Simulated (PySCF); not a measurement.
Cl₄Ge. Atoms are numbered in the order given.

```xyz
5

Cl    -1.2396    -1.2396    -1.2396
Ge     0.0000     0.0000     0.0000
Cl     1.2396    -1.2396     1.2396
Cl     1.2396     1.2396    -1.2396
Cl    -1.2396     1.2396     1.2396
```
Charge 0, spin multiplicity 1.

Coordinates come from a PBE-D3(BJ)/def2-SVP optimisation. The isomer is the one that the SMILES or the coordinates give; other isomers of the formula were not compared.

Method: PBE-D3(BJ)/def2-SVP run with PySCF.

Frequencies are harmonic and unscaled.

Modes within 1.5 cm⁻¹ of each other (mostly degenerate sets) share a row, with their intensities summed.

```json
[
 {"mode": "1–2", "ν (cm⁻¹)": "117", "IR (km/mol)": "0.0", "moving atoms (share of kinetic energy)": "Cl 100 %"},
 {"mode": "3–5", "ν (cm⁻¹)": "159", "IR (km/mol)": "21.5", "moving atoms (share of kinetic energy)": "Cl 75 %, Ge 25 %"},
 {"mode": "6", "ν (cm⁻¹)": "369", "IR (km/mol)": "0.0", "moving atoms (share of kinetic energy)": "Cl 100 %"},
 {"mode": "7–9", "ν (cm⁻¹)": "445", "IR (km/mol)": "230.0", "moving atoms (share of kinetic energy)": "Cl 59 %, Ge 41 %"}
]
```
